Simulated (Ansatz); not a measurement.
`[SiH3][Sn]([SiH3])([Cl])[Cl]` + `C[CH2][InH][OH]` → `C[CH2][InH][O][SiH3]` + `[SiH3][SnH]([Cl])[Cl]`  (cleavage of the Si–Sn bond)

Gas-phase electronic energies from Ansatz, PBE0-D4/def2-TZVP geometries. CCSD(T)/CBS is the MP2 limit (def2-TZVPP, def2-QZVPP) plus CCSD(T) − MP2 in def2-TZVPP, frozen cores. Functionals use def2-TZVPP. B3LYP here is the variant with VWN-RPA as its local correlation; programs differ in this. HSE06 is defined as in plane-wave codes. def2 core potentials past Kr. For In, Sn outer-core shells are correlated without core-valence functions, which leaves a few kJ/mol of doubt a bond. Each species was taken in one conformer, which may not be the lowest.

`[SiH3][Sn]([SiH3])([Cl])[Cl]`:

```xyz
11

Si    2.204    0.519   -0.625
Sn   -0.255    0.619    0.111
Si   -1.860   -1.353    0.475
Cl   -0.263    1.819    2.126
Cl   -1.320    2.024   -1.435
H     2.275   -0.135   -1.956
H     2.967   -0.271    0.373
H     2.710    1.911   -0.694
H    -3.170   -0.797    0.891
H    -1.986   -2.104   -0.799
H    -1.301   -2.232    1.532
```

`C[CH2][InH][OH]`:

```xyz
11

C     0.789    0.422    1.503
C    -0.264   -0.194    0.593
In    0.042    0.096   -1.524
O    -1.361   -0.720   -2.695
H     1.785    0.018    1.307
H     0.854    1.506    1.377
H     0.567    0.234    2.559
H    -1.259    0.204    0.816
H    -0.333   -1.276    0.747
H     1.232    0.880   -2.475
H    -2.052   -1.172   -2.207
```

`C[CH2][InH][O][SiH3]`:

```xyz
14

C     1.254    0.811   -0.749
C     0.164    0.545   -1.777
In   -1.541   -0.498   -0.989
O    -1.324   -0.909    0.961
Si   -0.360   -0.765    2.249
H     0.893    1.423    0.081
H     2.099    1.340   -1.199
H     1.642   -0.114   -0.316
H     0.542   -0.051   -2.613
H    -0.207    1.476   -2.215
H    -3.055   -1.103   -1.499
H    -0.994   -1.384    3.447
H     0.960   -1.436    2.041
H    -0.072    0.665    2.579
```

`[SiH3][SnH]([Cl])[Cl]`:

Z-matrix (Å, degrees):
```
Si
Sn 1 2.561
H 1 1.483 2 108.5
H 1 1.483 2 108.5 3 -120.1
H 1 1.481 2 107.1 3 119.9
Cl 2 2.332 1 107.6 3 -62.9
Cl 2 2.332 1 107.6 3 -176.4
H 2 1.703 1 123.2 3 60.3
```

```csv
level,ΔE (kJ/mol),difference from CCSD(T)/CBS
PBE-D4,-50.3,24.2
revPBE-D4,-51.9,22.6
BLYP-D4,-63.9,10.6
B97M-V,-86.1,-11.6
B3LYP-D4,-72.2,2.3
r2SCANh-D4,-72.3,2.2
HSE06-D4,-60.5,14.0
BHLYP-D4,-85.3,-10.8
CAM-B3LYP-D4,-82.0,-7.5
ωB97X-V,-76.8,-2.3
ωB97M-V,-77.0,-2.5
B2PLYP,-76.0,-1.5
PBE-QIDH,-73.2,1.3
PBE,-49.4,25.1
revPBE,-45.7,28.8
BLYP,-61.3,13.2
r2SCAN,-70.2,4.3
B3LYP,-71.0,3.5
r2SCANh,-72.2,2.3
r2SCAN0,-74.9,-0.4
HSE06,-60.2,14.3
BHLYP,-86.0,-11.5
CAM-B3LYP,-81.7,-7.2
LC-ωPBE,-72.4,2.1
RPA@PBE/def2-TZVPP,-79.8,-5.3
HF/def2-SVP,-95.8,-21.3
MP2/def2-SVP,-81.2,-6.7
CCSD/def2-SVP,-79.3,-4.8
CCSD(T)/def2-SVP,-76.8,-2.3
HF/def2-TZVPP,-102.4,-27.9
MP2/def2-TZVPP,-78.6,-4.1
SCS-MP2/def2-TZVPP,-84.7,-10.2
CCSD/def2-TZVPP,-82.3,-7.8
CCSD(T)/def2-TZVPP,-78.8,-4.3
HF/def2-QZVPP,-104.7,-30.2
MP2/def2-QZVPP,-77.0,-2.5
SCS-MP2/def2-QZVPP,-83.2,-8.7
HF/CBS(def2),-105.1,-30.6
MP2/CBS(def2),-74.4,0.1
CCSD/CBS(def2),-78.1,-3.6
CCSD(T)/CBS,-74.5,0
```

Largest T1 diagnostic among the species: 0.014.

In def2-TZVPP, CCSD(T) changes the Hartree–Fock value by +23.6 kJ/mol (the triples alone add +3.5 kJ/mol) and MP2 by +23.8 kJ/mol. Leaving LDA and LC-ωPBE aside and taking each functional with its dispersion term where it has one, the values spread over 35.7 kJ/mol, from B97M-V to PBE-D4. LDA lies −8.4 kJ/mol from PBE without D4. From r2SCAN to r2SCAN0 (25 % exact exchange), in def2-TZVPP and without D4, ΔE moves by −4.7 kJ/mol.

CCSD(T)/CBS has its own doubt, a few kJ/mol and more with outer-core shells, so smaller differences from it don't rank the levels.
